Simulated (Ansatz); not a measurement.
`NB([SiH3])[O][ZnH]`, relaxed with RKS PBE0-D4/def2-TZVP in the Gaussian-basis code of Ansatz from a GFN2-xTB geometry. The force threshold is 0.005 eV/Å; the program also tests the step.

Total charge 0; spin multiplicity 1.

Start:

```xyz
11

N     1.156   -0.455   -0.435
B    -0.260   -0.185    0.226
Si   -1.372    1.313   -0.393
O    -0.482   -1.050    1.153
Zn    1.198   -1.838    1.173
H     1.712    0.392   -0.534
H     1.031   -0.801   -1.382
H    -2.696    1.443    0.218
H    -1.612    1.266   -1.849
H    -0.717    2.622   -0.203
H     2.041   -2.706    2.025
```

| step | energy (eV) | largest force (eV/Å) | largest move (Å) |
| --- | --- | --- | --- |
| 1 | -60597.6264 | 1.601 | 0.000 |
| 2 | -60597.7881 | 0.757 | 0.090 |
| 3 | -60597.8337 | 0.206 | 0.131 |
| 4 (rejected) | -60597.8326 | 0.273 | 0.068 |
| 5 | -60597.8381 | 0.100 | 0.033 |
| 6 | -60597.8387 | 0.086 | 0.029 |
| 7 | -60597.8397 | 0.093 | 0.019 |
| 8 | -60597.8403 | 0.046 | 0.020 |
| 9 | -60597.8407 | 0.018 | 0.023 |
| 10 | -60597.8410 | 0.022 | 0.034 |
| 11 | -60597.8411 | 0.032 | 0.037 |
| 12 | -60597.8413 | 0.040 | 0.027 |
| 13 | -60597.8413 | 0.045 | 0.019 |
| 14 | -60597.8414 | 0.036 | 0.013 |
| 15 | -60597.8415 | 0.018 | 0.003 |
| 16 | -60597.8415 | 0.006 | 0.007 |
| 17 | -60597.8415 | 0.006 | 0.008 |
| 18 | -60597.8415 | 0.010 | 0.015 |
| 19 | -60597.8415 | 0.007 | 0.012 |
| 20 | -60597.8416 | 0.009 | 0.015 |
| 21 | -60597.8416 | 0.023 | 0.017 |
| 22 | -60597.8416 | 0.026 | 0.016 |
| 23 | -60597.8416 | 0.029 | 0.011 |
| 24 | -60597.8417 | 0.022 | 0.005 |
| 25 | -60597.8417 | 0.014 | 0.009 |
| 26 | -60597.8417 | 0.007 | 0.009 |
| 27 | -60597.8417 | 0.004 | 0.005 |

End:

```xyz
11

N     1.158   -0.408   -0.349
B    -0.229   -0.111    0.261
Si   -1.435    1.354   -0.471
O    -0.499   -0.902    1.271
Zn    1.157   -1.893    1.243
H     1.797    0.380   -0.327
H     1.123   -0.708   -1.319
H    -2.722    1.478    0.260
H    -1.736    1.104   -1.913
H    -0.736    2.673   -0.418
H     2.122   -2.967    1.761
```

It took 4.9 min on 4 threads of a server CPU on a shared host, with 0.73 GiB of host memory at the peak.
